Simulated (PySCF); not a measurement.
# Core binding energy against partial charge

Compound: C₇H₁₂SSi.
Atom-mapped SMILES: `[CH:1]#[C:2]/[C:3]([CH2:4][CH3:5])=[C:6](\[CH3:7])[S:8][SiH3:9]`

Binding energies: PySCF 2.14.0, delta-SCF UKS SCAN, pcX-2 on the ionised atom, pcseg-1 elsewhere, spin-free X2C. Charges: PBE0/pcSseg-1 ground-state density, for the ionised atom.

| atom | environment | C 1s (eV) | Mulliken (e) | IAO (e) | Hirshfeld (e) | ESP (e) |
| --- | --- | --- | --- | --- | --- | --- |
| C1 | terminal alkyne carbon | 289.61 | -0.401 | -0.248 | -0.112 | -0.538 |
| C2 | alkyne carbon | 290.33 | +0.348 | -0.031 | -0.037 | +0.238 |
| C5 | methyl carbon | 290.34 | -0.277 | -0.405 | -0.115 | -0.256 |
| C4 | allylic carbon | 290.46 | -0.156 | -0.251 | -0.070 | +0.248 |
| C3 | fully substituted alkene carbon | 290.52 | -0.207 | -0.028 | 0.000 | -0.365 |
| C6 | fully substituted alkene carbon | 290.68 | -0.393 | -0.083 | +0.002 | +0.242 |
| C7 | allylic carbon | 290.76 | -0.148 | -0.418 | -0.120 | -0.481 |

How well does each charge scheme correlate with the binding energies over these sites?

Hirshfeld: r = 0.36, slope 2.5 eV per e; ESP: r = 0.34, slope 0.4 eV per e; Mulliken: r = 0.16, slope 0.2 eV per e; IAO: r = 0.02, slope 0.1 eV per e. On 7 points no scheme stands out.

The point-charge model writes a binding energy as kq + V + constant, with V the potential of the other atoms' charges at the site. What does it give with the IAO charges?

V = Σ 14.40 eV Å × q/r over all other atoms: +2.23 eV at C1, -2.29 eV at C2, +4.29 eV at C5, +1.65 eV at C4, -2.44 eV at C3, -1.63 eV at C6, +5.11 eV at C7. Fitting binding energy − V to q gives k = 18.9 eV per e and leaves an rms residual of 0.56 eV, against 0.35 eV for the fit on q alone. The model has no term for differences in relaxation between sites.

Spin contamination (⟨S²⟩ against 0.75 for a pure doublet) is marked for C 1s of C2 (0.90) and C 1s of C6 (0.86), which makes these values less certain. The structure is a single PBE0-D3(BJ)/def2-SVP conformer in the gas phase; no vibrational or solvent corrections.

Shape of the structure used: `[CH:1]#[C:2]/[C:3]([CH2:4][CH3:5])=[C:6](\[CH3:7])[S:8][SiH3:9]`: C2–C3–C4–C5 83°, C3–C6–S8–Si9 -141°.
